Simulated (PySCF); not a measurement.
Sn(H)(F)2(Et) (C₂H₆F₂Sn), SMILES C[CH2][SnH]([F])[F].

The structure is a stationary point at PBE0-D3(BJ)/def2-SVP. The structure was generated by enumeration; whether it is a known compound was not checked. The def2 effective core potentials stand for the cores of Sn; spin–orbit coupling is left out. One conformer was computed; it need not be the lowest.

Calculation: PBE0-D3(BJ)/def2-SVP run with PySCF.

Frequencies are harmonic and unscaled.

Task: List the normal modes with their intensities. (Estimate from the structure and the level; the computed values follow.)

Result: 
| mode | ν (cm⁻¹) | IR (km/mol) | moving atoms (share of kinetic energy) |
|---|---|---|---|
| 1 | 15 | 0.0 | F 38 %, C 34 %, H 28 % |
| 2 | 106 | 13.8 | F 52 %, C 27 %, H 15 % |
| 3 | 122 | 0.8 | H 39 %, F 35 %, C 20 % |
| 4 | 179 | 15.3 | F 87 %, Sn 11 % |
| 5 | 246 | 0.3 | H 84 %, C 11 % |
| 6 | 267 | 20.1 | C 49 %, Sn 24 %, H 18 %, F 10 % |
| 7 | 514 | 6.5 | C 58 %, H 35 % |
| 8 | 567 | 127.0 | H 81 %, C 11 % |
| 9 | 580 | 35.6 | H 96 % |
| 10 | 635 | 38.8 | F 87 %, Sn 11 % |
| 11 | 638 | 58.1 | F 84 %, Sn 15 % |
| 12 | 694 | 42.5 | H 82 %, C 17 % |
| 13 | 961 | 2.8 | H 90 %, C 10 % |
| 14 | 973 | 7.1 | H 79 %, C 20 % |
| 15 | 1062 | 11.7 | C 70 %, H 30 % |
| 16 | 1215 | 9.5 | H 66 %, C 34 % |
| 17 | 1241 | 2.1 | H 77 %, C 23 % |
| 18 | 1394 | 3.0 | H 82 %, C 18 % |
| 19 | 1434 | 3.1 | H 89 %, C 11 % |
| 20 | 1470 | 10.2 | H 97 % |
| 21 | 1477 | 5.7 | H 96 % |
| 22 | 1963 | 163.4 | H 99 % |
| 23 | 3057 | 19.2 | H 97 % |
| 24 | 3086 | 4.5 | H 95 % |
| 25 | 3146 | 0.1 | H 90 %, C 10 % |
| 26 | 3149 | 7.3 | H 91 %, C 9 % |
| 27 | 3166 | 6.2 | H 90 %, C 10 % |
